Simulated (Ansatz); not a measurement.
Program: Ansatz. Geometries: PBE0-D4/def2-TZVP. ΔE: electronic, gas phase. CCSD(T)/CBS adds triple-zeta CCSD(T) − MP2 to the extrapolated MP2 energy (def2 sets, frozen cores). Functionals use def2-TZVPP. def2 core potentials past Kr. For Sn outer-core shells are correlated without core-valence functions, which leaves a few kJ/mol of doubt a bond. Each species was taken in one conformer, which may not be the lowest.

`[OH][SnH2][SiH2]Cl` → `[SiH3][O][SnH2][Cl]`  (isomerisation)

```tsv
level	ΔE (eV)
PBE	-0.68
CCSD/CBS(def2)	-0.99
```

(1) What does CCSD(T)/CBS give? (An estimate is asked.)

Largest T1 diagnostic among the species: 0.013.

Results:

(1) Computed: -0.96 eV. The listed levels differ from it by 0.28, -0.03 eV.

In def2-TZVPP, CCSD(T) changes the Hartree–Fock value by +0.31 eV (the triples alone add +0.03 eV) and MP2 by +0.29 eV. From PBE to PBE0 (25 % exact exchange), in def2-TZVPP and without D4, ΔE moves by −0.10 eV.
